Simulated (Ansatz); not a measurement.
Ge(vinyl)2(NMe2)2 (C₈H₁₈GeN₂), 29 atoms. Hardware: 2 threads of AMD EPYC 7R13 on a shared host and a share (18 GiB) of an NVIDIA H100 80GB HBM3.

Single mean-field runs in def2-TZVP are fitted with def2-universal-jkfit.

**Question.** How many basis functions does each of these Ansatz runs have, and roughly what does it cost? PBE-D4/def2-TZVP, charge 0 singlet, energy, from earlier orbitals; BLYP-D4/def2-TZVP, charge 1 doublet at the geometry of the charge 0 singlet, energy, from earlier orbitals; PBE0-D4/def2-TZVP, charge -1 doublet at the geometry of the charge 0 singlet, energy; BLYP-D4/def2-TZVP, charge 0 singlet, energy and forces, from earlier orbitals; r2SCAN-D4/def2-TZVP, charge 0 triplet at the geometry of the charge 0 singlet, energy, from earlier orbitals; PBE-D4/def2-TZVP, charge -1 doublet at the geometry of the charge 0 singlet, energy, from earlier orbitals; r2SCAN-D4/def2-TZVP, charge 0 singlet, energy, from earlier orbitals; PBE0-D4/def2-SVP, charge 0 singlet, energy, from earlier orbitals; PBE0-D4/def2-TZVP, charge 0 singlet, energy and forces, from earlier orbitals; PBE-D4/def2-TZVP, charge -1 doublet, energy, from earlier orbitals; PBE-D4/def2-SVP, charge -1 doublet, relaxation, 9 steps; LDA (SPW92)/def2-TZVP, charge 0 singlet, energy, from earlier orbitals.

**Answer.** Other jobs shared the machine, so times can vary by a factor of up to 3.

```
                                                                                                         run  functions  fitting or Cholesky vectors  wall time  peak host memory (GiB)
                                           PBE0-D4/def2-SVP, charge 0 singlet, energy, from earlier orbitals        262                         3042      3.8 s                    0.93
                               BLYP-D4/def2-TZVP, charge 0 singlet, energy and forces, from earlier orbitals        466                         1344      4.6 s                    0.97
                                           PBE-D4/def2-TZVP, charge 0 singlet, energy, from earlier orbitals        466                         1344      4.6 s                    0.95
                               PBE0-D4/def2-TZVP, charge 0 singlet, energy and forces, from earlier orbitals        466                         1344      5.5 s                     1.1
                                      LDA (SPW92)/def2-TZVP, charge 0 singlet, energy, from earlier orbitals        466                         1344        6 s                    0.94
                                        r2SCAN-D4/def2-TZVP, charge 0 singlet, energy, from earlier orbitals        466                         1344      7.5 s                    0.99
  PBE-D4/def2-TZVP, charge -1 doublet at the geometry of the charge 0 singlet, energy, from earlier orbitals        466                         1344      7.5 s                       1
                                          PBE-D4/def2-TZVP, charge -1 doublet, energy, from earlier orbitals        466                         1344       10 s                       1
r2SCAN-D4/def2-TZVP, charge 0 triplet at the geometry of the charge 0 singlet, energy, from earlier orbitals        466                         1344       10 s                     1.2
                        PBE0-D4/def2-TZVP, charge -1 doublet at the geometry of the charge 0 singlet, energy        466                         1344       13 s                     1.1
  BLYP-D4/def2-TZVP, charge 1 doublet at the geometry of the charge 0 singlet, energy, from earlier orbitals        466                         1344       13 s                       1
                                                     PBE-D4/def2-SVP, charge -1 doublet, relaxation, 9 steps        262                         3003       56 s                    0.92
```
